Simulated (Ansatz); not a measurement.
```yaml
crystal:
  periodic: [false, false, false]
  atoms:
    - {symbol: O, position_ang: [-1.098731, 1.415297, -0.040538]}
    - {symbol: Nb, position_ang: [0.099997, 0.183807, 0.030333]}
    - {symbol: D, position_ang: [0.953985, -0.203687, 1.581257]}
    - {symbol: O, position_ang: [-1.024310, -1.737935, -0.264063]}
    - {symbol: S, position_ang: [1.341888, 0.148008, -1.591124]}
    - {symbol: H, position_ang: [-1.224990, 2.344547, -0.419573]}
    - {symbol: H, position_ang: [1.922644, -0.145848, 1.922915]}
    - {symbol: H, position_ang: [-0.919848, -2.259246, -0.975106]}
basis:
  gaussian: {orbitals: def2-SVP}
hamiltonian: {xc: {name: HF}}
correlation: {method: ccsd_t, electrons: all}
```

```sh
$ ansatz run in.yaml --threads 4 --pin off --events-out ev --progress --plain --max-ram 10444MiB
```

Shortened log:

```
Error: YAML parse error: error: line 6 column 16: `D` is not an element symbol (H … Og, case-exact)
 --> <input>:6:16
4 |     - {symbol: O, position_ang: [-1.098731, 1.415297, -0.040538]}
5 |     - {symbol: Nb, position_ang: [0.099997, 0.183807, 0.030333]}
6 |     - {symbol: D, position_ang: [0.953985, -0.203687, 1.581257]}
7 |     - {symbol: O, position_ang: [-1.024310, -1.737935, -0.264063]}
8 |     - {symbol: S, position_ang: [1.341888, 0.148008, -1.591124]}
```

(1) Something in this input is off. What?

Answers

(1) An element symbol is wrong. The program refused the input.
